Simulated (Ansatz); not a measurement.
A run for Ansatz (a program for electronic structure): R-MP2/aug-cc-pVTZ on BH3O (SMILES BO), atoms moved off the minimum.

Ansatz 0.2 input:
```yaml
crystal:
  periodic: [false, false, false]
  atoms:
    - {symbol: B, position_ang: [-0.34406962, -0.55363177, 0.08948033]}
    - {symbol: H, position_ang: [-0.36115962, -1.30518068, 0.88888411]}
    - {symbol: H, position_ang: [-1.37601188, -0.56111673, -0.81025829]}
    - {symbol: O, position_ang: [0.53097880, 0.42392914, 0.03750210]}
    - {symbol: H, position_ang: [0.32835798, 1.02044474, -0.69150504]}
basis:
  gaussian:
    orbitals: aug-cc-pVTZ
magnetization: {spin_polarized: false}
correlation: {method: mp2, electrons: outside_noble_gas}
scf: {lower_state_search: off}
output: {forces: true}
```

Program output:

```
WARN ansatz: RAYON_NUM_THREADS=1 ignored (pool sized by the plan → 1); use --threads N
Functional definition: HF
these checks for a lower state are left out or cut short: starts, cluster_reference, orbital_swaps, neighbouring_geometries, increment
integrals: 0.17 GiB planned
919 factors; integrals over basis functions are off by at most 1.1e-3 eV
mean field: 0.30 GiB planned
mean field evaluation 1: about -2755.9069 eV, gradient 3.3e1 eV
mean field evaluation 2: about -2755.9069 eV, gradient 3.3e1 eV
mean field evaluation 4: about -2757.9535 eV, gradient 2.4e0 eV
mean field evaluation 8: about -2757.9740 eV, gradient 9.0e-2 eV
mean field -2757.97406124 eV, -101.3536773286 hartree, gradient 1.2e-6 eV, S^2 0.000000; 0 other end points of the search recorded, 0 dependent functions left out
2 core orbitals not correlated
reference -2757.97406124 eV, -101.3536773286 hartree; 6, 6 occupied and 153, 153 virtual orbitals, 919 factors
densities: 0.35 GiB planned
second order -9.71017217 eV of doubles, -0.00000000 eV of singles
the calculation of the forces begins
Total energy: -2767.68423341 eV, -101.7105195741 hartree
Atom 0 at    -0.344070    -0.553632     0.089480 Å, force    -3.937438     0.499146    -3.495097 eV/Å
Atom 1 at    -0.361160    -1.305181     0.888884 Å, force     0.369789    -1.932459     2.055242 eV/Å
Atom 2 at    -1.376012    -0.561117    -0.810258 Å, force     2.021134    -0.026550     1.547779 eV/Å
Atom 3 at     0.530979     0.423929     0.037502 Å, force     1.353465     1.440383    -0.192908 eV/Å
Atom 4 at     0.328358     1.020445    -0.691505 Å, force     0.193050     0.019480     0.084983 eV/Å
Dipole moment:    -0.000551     0.170082    -0.181838 e Å
Checks for a lower state left out: starts, cluster_reference, orbital_swaps, neighbouring_geometries, increment
```

The calculation finished and met its thresholds.

Cost: very roughly 5 core-seconds.
